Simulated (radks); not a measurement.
Problem. All-electron atom: Se VI in [Ar] 3d10 4s1 (the NIST ground configuration). All-electron calculation, scalar-relativistic Kohn-Sham, LDA (Slater exchange, Perdew-Wang correlation), spin-polarised, spherical densities, finite nucleus; open shells are filled with parallel spins first; Fermi nuclear charge, rms radius 4.14 fm. Program: a radial shooting solver on a logarithmic mesh with Libxc functionals. Some entries of the table are withheld. Estimate them.

| orbital | occ. | eigenvalue (eV) | <r^2> (bohr^2) | <1/r> (bohr^-1) |
|---|---|---|---|---|
| 1s up | 1 | -12554.80 | 0.002623 | 34.51 |
| 1s down | 1 | -12554.65 | 0.002623 | 34.51 |
| 2s up | 1 | -1674.541 | 0.04540 | 7.621 |
| 2s down | 1 | -1674.454 | 0.04540 | 7.621 |
| 2p up | 3 | -1482.949 | 0.03590 | 7.471 |
| 2p down | 3 | -1482.858 | 0.03590 | 7.471 |
| 3s up | 1 | -281.7827 | 0.3797 | 2.489 |
| 3s down | 1 | -281.5943 | 0.3791 | 2.490 |
| 3p up | 3 | -221.7699 | 0.4062 | 2.341 |
| 3p down | 3 | -221.5507 | 0.4050 | 2.343 |
| 3d up | 5 | -122.1434 | 0.4776 | 2.050 |
| 3d down | 5 | -121.8234 | 0.4721 | 2.057 |
| 4s up | 1 | -76.8308 | 2.635 | 0.8732 |
| 4s down | 0 | -74.8039 | 2.642 | 0.8753 |
| 4p up | 0 | -62.2863 | 3.242 | (1) |
| 4p down | 0 | -60.2775 | 3.286 | (2) |
| 4d up | 0 | -41.0570 | 5.155 | 0.6210 |
| 4d down | 0 | -39.4277 | 5.405 | 0.6047 |
| 5s up | 0 | (3) | 10.54 | 0.4421 |
| 5s down | 0 | (4) | 10.85 | 0.4344 |
| 4f up | 0 | -25.2011 | 9.378 | (5) |
| 4f down | 0 | -24.2118 | 10.29 | (6) |

Solution. 
(1) 4p up <1/r> (bohr^-1): 0.7811
(2) 4p down <1/r> (bohr^-1): 0.7784
(3) 5s up eigenvalue (eV): -34.5540
(4) 5s down eigenvalue (eV): -33.9600
(5) 4f up <1/r> (bohr^-1): 0.3982
(6) 4f down <1/r> (bohr^-1): 0.3802
